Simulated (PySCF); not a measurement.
# Deuteron quadrupole couplings in `C#CCP(C)C1CCC1`

Species: C₈H₁₃P.
Structure used (GFN2-xTB), in Å, numbered top down from 1:
```xyz
22
C8H13P angstrom
C      4.2952    0.0483   -0.3677
C      3.1440   -0.2234   -0.5541
C      1.7497   -0.5361   -0.7426
P      0.6701    0.7081    0.1542
C      1.0868    0.2008    1.8840
C     -0.9236   -0.2389   -0.0250
C     -2.1621    0.4152    0.6153
C     -2.9160    0.2617   -0.7129
C     -1.6021   -0.1287   -1.4036
H      5.3082    0.2778   -0.2225
H      1.5011   -0.4891   -1.8074
H      1.5373   -1.5439   -0.3689
H      2.1168    0.4891    2.0879
H      0.9767   -0.8745    2.0237
H      0.4323    0.7272    2.5763
H     -0.7881   -1.2763    0.2971
H     -2.5876   -0.1083    1.4695
H     -1.9924    1.4561    0.8887
H     -3.6430   -0.5484   -0.6966
H     -3.4002    1.1605   -1.0888
H     -1.1881    0.6780   -2.0083
H     -1.6255   -1.0400   -1.9991
```

Level: PBE0/pcSseg-1 (PySCF, non-relativistic); Q(2H) = 0.00286 b; rigid geometry, the same for H and D, with no vibrational averaging.

Question: Rank these positions by the coupling χzz of a deuteron there, largest first.
A. H10 (alkyne hydrogen)
B. H19 (methylene hydrogen)
C. H11 (methylene hydrogen)

Answer: A (268 kHz), B (210 kHz), C (203 kHz).

Question: Tabulate Vzz, the asymmetry η and χzz = 234.96 MHz × Q × Vzz for every hydrogen position.

Answer: 
```
atom  bonded to  bond length (Å)  Vzz (au)     η  χzz (kHz)
 H10         C1            1.049    0.3985  0.00        268
 H11         C3            1.094    0.3015  0.02        203
 H12         C3            1.096    0.2989  0.03        201
 H13         C5            1.089    0.3131  0.01        210
 H14         C5            1.090    0.3138  0.01        211
 H15         C5            1.088    0.3173  0.01        213
 H16         C6            1.095    0.3025  0.01        203
 H17         C7            1.088    0.3140  0.00        211
 H18         C7            1.089    0.3084  0.01        207
 H19         C8            1.089    0.3126  0.01        210
 H20         C8            1.088    0.3143  0.00        211
 H21         C9            1.090    0.3074  0.01        207
 H22         C9            1.089    0.3136  0.00        211
```

Question: How does χzz go with the bond length over the 13 C–H bonds?

Answer: A straight-line fit has a slope of -14.3 kHz for each 0.01 Å, with a correlation coefficient of -1.00, over lengths from 1.049 to 1.096 Å. The longer bonds have the smaller couplings here.

Question: Give the 2H NMR doublet splittings at H20 for a magnetic field along the z, y and x axes of the gradient: 3χ/2, 3χ(1 + η)/4, 3χ(1 − η)/4.

Answer: With |χ| = 211.2 kHz and η = 0.002: 317, 159 and 158 kHz, to first order and without motion.

The structure is a single GFN2-xTB conformer in the gas phase; no vibrational or solvent corrections. GFN2-xTB bond lengths can be off by several hundredths of an ångström, more for odd bonds, and the gradients follow them. A larger basis could move these couplings by a tenth or more.
